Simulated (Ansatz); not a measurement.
System: CH$_{6}$NSi, net charge 0, doublet state. It need not be the lowest isomer of its formula. 
Structure (B3LYP-D3(BJ)/def2-TZVP (Ansatz, an electronic-structure program) minimum search):
```
Si
N 1 1.7564
H 2 1.0231 1 113.09
H 1 1.4898 2 108.81 3 58.66
H 1 1.4898 4 107.91 2 117.90
C 1 1.8632 4 110.76 5 121.39
H 6 1.0916 1 110.64 4 60.31
H 6 1.0916 7 108.03 1 -121.24
H 6 1.0921 7 108.22 8 -116.96
```
Charge 0, spin multiplicity 2.

Atomisation energy built up term by term with Ansatz (kcal/mol; UHF references for open shells; valence terms freeze the core; atomic spin-orbit terms are left out). CBS(X,Y): correlation extrapolated as X^-3; Hartree-Fock from the larger set.

| term | basis | kcal/mol |
|---|---|---|
| Hartree-Fock | aug-cc-pV(Q+d)Z | ___ |
| CCSD correlation | CBS(aug-cc-pV(T+d)Z,aug-cc-pV(Q+d)Z) | ___ |
| (T) | CBS(aug-cc-pV(T+d)Z,aug-cc-pV(Q+d)Z) | 8.15 |
| core correlation | cc-pwCVTZ | 1.52 |
| scalar relativity (X2C) | cc-pVTZ-DK against cc-pVTZ | -1.05 |
| sum: De |  | ___ |

Task: Some entries are withheld; supply them.

Result: 
- Hartree-Fock, kcal/mol: 523.83
- CCSD correlation, kcal/mol: 174.13
- sum: De, kcal/mol: 706.6
